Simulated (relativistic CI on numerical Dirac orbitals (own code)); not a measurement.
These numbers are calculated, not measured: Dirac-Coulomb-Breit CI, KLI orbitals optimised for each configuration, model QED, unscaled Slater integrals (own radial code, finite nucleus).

CI space (outside the closed core [Ne]): 3s, 3p, 3d, 4s, 4p, 4d, 4f, 5s, 5p, 5d, 5f, 5g, 6s, 6p, 6d, 7s, 7p. Levels of other configurations are missing.

At this charge energies of transitions that change n are usually good to better than 1 %, and those within a shell (Δn = 0) to a few per cent.

Outline of the computed level scheme of Cr XIV. Lowest level of each configuration: 3s 2S_1/2 at 0.000 eV; 3p 2P°_1/2 at 30.155 eV; 3d 2D_3/2 at 73.004 eV; 4s 2S_1/2 at 182.925 eV; 4p 2P°_1/2 at 194.777 eV; 4d 2D_3/2 at 210.458 eV; 4f 2F°_5/2 at 216.442 eV; 5s 2S_1/2 at 260.144 eV; 5p 2P°_1/2 at 265.959 eV.

Some strong electric-dipole decays among the lowest 15 levels: 4f 2F°_7/2 → 3d 2D_5/2 (5.9e+11 s⁻¹); 4f 2F°_5/2 → 3d 2D_3/2 (5.5e+11 s⁻¹); 4d 2D_5/2 → 3p 2P°_3/2 (2.3e+11 s⁻¹); 4d 2D_3/2 → 3p 2P°_1/2 (1.9e+11 s⁻¹); 4s 2S_1/2 → 3p 2P°_3/2 (1.3e+11 s⁻¹); 4p 2P°_1/2 → 3s 2S_1/2 (1.1e+11 s⁻¹); 4p 2P°_3/2 → 3s 2S_1/2 (1.0e+11 s⁻¹); 5p 2P°_1/2 → 3s 2S_1/2 (6.6e+10 s⁻¹).
